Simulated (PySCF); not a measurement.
ZrI4, SMILES [I][Zr]([I])([I])[I], multiplicity 1.

Coordinates come from a PBE0-D3(BJ)/def2-SVP optimisation. The multiplicity is an assumed one; no other spin state was optimised. The isomer is the one that the SMILES or the coordinates give; other isomers of the formula were not compared. The def2 effective core potentials stand for the cores of I, Zr; spin–orbit coupling is left out.

Level of theory: PBE/def2-TZVP run with PySCF.

Symmetry labels are those of the subgroup D2 that the program uses (full group Td).

Task: List the valence orbital energies around the gap with their symmetry. (An estimate is asked for; the answer gives what the named calculation found.)

Result: 
```json
[
 {"orbital": "HOMO−7", "symmetry": "A", "energy (eV)": "-7.78"},
 {"orbital": "HOMO−6", "symmetry": "A", "energy (eV)": "-7.78"},
 {"orbital": "HOMO−5", "symmetry": "B1", "energy (eV)": "-7.46"},
 {"orbital": "HOMO−4", "symmetry": "B2", "energy (eV)": "-7.46"},
 {"orbital": "HOMO−3", "symmetry": "B3", "energy (eV)": "-7.46"},
 {"orbital": "HOMO−2", "symmetry": "B1", "energy (eV)": "-6.81"},
 {"orbital": "HOMO−1", "symmetry": "B2", "energy (eV)": "-6.81"},
 {"orbital": "HOMO", "symmetry": "B3", "energy (eV)": "-6.81"},
 {"orbital": "LUMO", "symmetry": "A", "energy (eV)": "-3.63"},
 {"orbital": "LUMO+1", "symmetry": "A", "energy (eV)": "-3.63"},
 {"orbital": "LUMO+2", "symmetry": "B1", "energy (eV)": "-2.97"},
 {"orbital": "LUMO+3", "symmetry": "B2", "energy (eV)": "-2.97"}
]
```
